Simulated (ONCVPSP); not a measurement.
**u(r) = r·R(r): atom against pseudo-atom (F)**

Columns: radius, all-electron u(r) and pseudo u(r) of the 2s shell (level -67.75 eV) of fluorine in the configuration [He] 2s2 2p3; PBEsol, scalar-relativistic, ONCV scheme, ONCVPSP 4.0.1.

```
r (bohr)  all-electron  pseudo
   0.078       -0.4835  0.1308
   0.155       -0.3630  0.2557
   0.232       -0.0484  0.3872
   0.310        0.2914  0.5295
   0.388        0.5824  0.6649
   0.465        0.8008  0.7881
   0.542        0.9501  0.9095
   0.620        1.0396  1.0165
   0.698        1.0786  1.0745
   0.775        1.0792  1.0792
   0.852        1.0524  1.0524
   0.930        1.0056  1.0056
   1.008        0.9460  0.9460
   1.085        0.8799  0.8799
   1.162        0.8103  0.8103
   1.240        0.7392  0.7392
   1.318        0.6696  0.6696
   1.395        0.6037  0.6037
   1.472        0.5416  0.5416
   1.550        0.4830  0.4830
   1.628        0.4291  0.4291
   1.705        0.3806  0.3806
   1.782        0.3365  0.3365
   1.860        0.2964  0.2964
   1.938        0.2604  0.2604
   2.015        0.2287  0.2287
```

Problem. How many radial nodes do the two functions have?

Solution. The all-electron 2s function has n − l − 1 = 1; the pseudo-wave has 0, since the states of the same l below it are removed with the core.

Problem. At about which radius was the pseudo-wave matched?

Solution. 0.80 bohr, where the columns begin to agree (steps of 0.08 bohr).

Problem. Where does each function peak?

Solution. Outermost all-electron maximum near 0.78 bohr, pseudo maximum near 0.78 bohr (to the table’s step).

Problem. Is the pseudo-wave norm-conserving?

Solution. Yes: the ONCV scheme keeps the norm inside the radius equal to the all-electron one, which fixes the energy derivative of the logarithmic derivative at the level.
